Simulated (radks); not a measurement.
Spherical jellium clusters: N electrons in a uniform positive sphere of charge N and radius rs N^(1/3), rs = 5.25 bohr. Calculated with a radial shooting solver with Libxc functionals: non-relativistic Kohn-Sham, PBEsol, spin-polarised, spherical densities. Levels are named by radial order and angular momentum (1s, 1p, 1d, 2s, ...), and open shells are averaged over m.

N = 7, configuration 1s2 1p(up 3, down 2). This is the lowest configuration that the search found. Occupied levels:

level,occupation,eigenvalue (eV),<r> (bohr)
1s up,1,-3.3505,6.778
1s down,1,-3.2289,6.690
1p up,3,-2.5836,8.008
1p down,2,-2.4415,8.010

Energy (eV): total -12.0001, kinetic 7.5259, external -157.74, Hartree 78.380, exchange-correlation -19.824, background 79.660.

Electron density:

r (bohr),n(r) (e/bohr^3)
0.725,0.001167
1.53,0.001294
2.34,0.001489
3.15,0.001717
3.95,0.001932
4.76,0.002082
5.57,0.002120
6.37,0.002016
7.18,0.001772
7.99,0.001426
8.79,0.001042
9.60,0.0006875
10.4,0.0004097
11.2,0.0002238
12.0,0.0001164
12.8,0.00005807
13.6,0.00002843
14.4,0.00001385
15.2,6.622e-06
16.1,3.135e-06
